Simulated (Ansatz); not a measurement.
`FC(F)(F)[SiH2]Cl` and `OCC(F)(F)F` differ in one atom or group.

Ansatz, PBE0-D4/def2-TZVP geometries, multiplicity 1. Each molecule was computed in one conformer, which needn't be the lowest.

```tsv
property	`FC(F)(F)[SiH2]Cl`
zero-point energy (PBE0-D4/def2-TZVP) / kJ/mol	86.8
LUMO energy (B3LYP/def2-TZVPP) / eV	-0.62
HOMO energy (B3LYP/def2-TZVPP) / eV	-9.15
LUMO energy (PBE/def2-TZVPP) / eV	-1.30
ideal-gas entropy at 298 K and 1 bar (rigid rotor, harmonic PBE0-D4/def2-TZVP) / J/(mol·K)	355
HOMO–LUMO gap (PBE/def2-TZVPP) / eV	6.57
```

What does the change do to each property? (Estimate.)

Computed: 
```
                                                                                  property  `OCC(F)(F)F`  shift
                                            zero-point energy (PBE0-D4/def2-TZVP) / kJ/mol         152.2   65.4
                                                       LUMO energy (B3LYP/def2-TZVPP) / eV          0.44   1.06
                                                       HOMO energy (B3LYP/def2-TZVPP) / eV         -8.61   0.54
                                                         LUMO energy (PBE/def2-TZVPP) / eV         -0.07   1.23
ideal-gas entropy at 298 K and 1 bar (rigid rotor, harmonic PBE0-D4/def2-TZVP) / J/(mol·K)           320    -35
                                                       HOMO–LUMO gap (PBE/def2-TZVPP) / eV          7.00   0.43
```

With PBE0 the HOMO rises by 0.52 eV and the LUMO rises by 1.25 eV, so the gap widens by about 0.73 eV. PBE moves the HOMO by 0.80 eV and ωB97M-V by 0.30 eV. The zero-point energy changes by 65.4 kJ/mol with +3 modes. Modes under 60 cm⁻¹, often nearly free rotors, make the harmonic entropy too high.

B3LYP here is the variant with VWN-RPA as its local correlation; programs differ in this.
